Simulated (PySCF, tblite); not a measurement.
C6H15PSi.
SMILES with atom numbers: `[CH3:1][CH2:2][C@@H:3]1[CH2:4][P:5]([SiH3:6])[C@@H:7]1[CH3:8]` (hydrogens: H9, H10, H11 on C1; H12, H13 on C2; H14 on C3; H15, H16 on C4; H17, H18, H19 on Si6; H20 on C7; H21, H22, H23 on C8)

Structure used (PBE0-D3(BJ)/def2-SVP), in Å, numbered top down from 1:
```
atom  x, y, z in Å
C1    -2.2587   -1.4694    0.0938
C2    -1.5889   -0.1692   -0.3238
C3    -0.0717   -0.2380   -0.2447
C4     0.5523   -0.4244    1.1505
P5     2.0261    0.6684    0.6892
Si6    3.3200   -0.8601   -0.3604
C7     0.7430    1.0104   -0.6793
C8     0.0755    2.3587   -0.4665
H9    -3.3554   -1.3952    0.0426
H10   -1.9492   -2.3043   -0.5546
H11   -1.9942   -1.7415    1.1281
H12   -1.8818    0.0881   -1.3568
H13   -1.9545    0.6559    0.3114
H14    0.2633   -1.0800   -0.8738
H15   -0.0231    0.0807    1.9443
H16    0.7478   -1.4562    1.4772
H17    2.5640   -1.8260   -1.2220
H18    4.0674   -1.6399    0.6744
H19    4.3054   -0.1335   -1.2193
H20    1.1216    0.9462   -1.7120
H21    0.7831    3.1767   -0.6680
H22   -0.7894    2.4878   -1.1374
H23   -0.2815    2.4840    0.5682
```

Jobs on this species (23 atoms, 80 electrons) with PySCF (density fitting) and tblite. Hardware of each: Arm Neoverse V1, one thread, shared host. Other jobs ran on the host; a repeat could differ by tens of per cent or more.

Problem. Rank these jobs by wall time, shortest first.
A. PBE0/pcSseg-1; shieldings, ring-centre shieldings, charges and field gradients, density and orbital grids written; 225 basis functions
B. CAM-B3LYP/def2-SVPD; 10 singlets by full TDDFT, 4 Tamm–Dancoff triplets, polarisability, ΔSCF ions, density and orbital grids written; 288 basis functions
C. PBE0-D3(BJ)/def2-SVP, grid level 1; geometry optimisation from a GFN2-xTB start shaken at random; 195 basis functions
D. GFN2-xTB; Hessian by finite differences

Solution. D (1.1 s), A (63 s), C (1.9 min), B (4.1 min).

All jobs:

| level and settings | work | basis functions | SCF cycles | wall time |
| --- | --- | --- | --- | --- |
| GFN2-xTB | Hessian by finite differences | – | – | 1.1 s |
| B3LYP/pcSseg-1 | shieldings, ring-centre shieldings | 225 | 14 | 48 s |
| PBE0/pcSseg-1, IEF-PCM methanol | shieldings, ring-centre shieldings | 225 | 12 | 48 s |
| PBE0/pcSseg-1, IEF-PCM acetone | shieldings, ring-centre shieldings, charges and field gradients | 225 | 12 | 51 s |
| PBE0/pcSseg-1 | shieldings, ring-centre shieldings, charges and field gradients, density and orbital grids written | 225 | 13 | 63 s |
| PBE0-D3(BJ)/def2-SVP, grid level 1 | geometry optimisation from a GFN2-xTB start shaken at random | 195 | 32 | 1.9 min |
| CAM-B3LYP/def2-SVPD | 10 singlets by full TDDFT, 4 Tamm–Dancoff triplets, polarisability, ΔSCF ions, density and orbital grids written | 288 | 12 | 4.1 min |

Problem. What do all jobs in the table cost together?

Solution. About 9.5 min; the longest takes about 43 % of that, and about 220 times as long as the shortest.
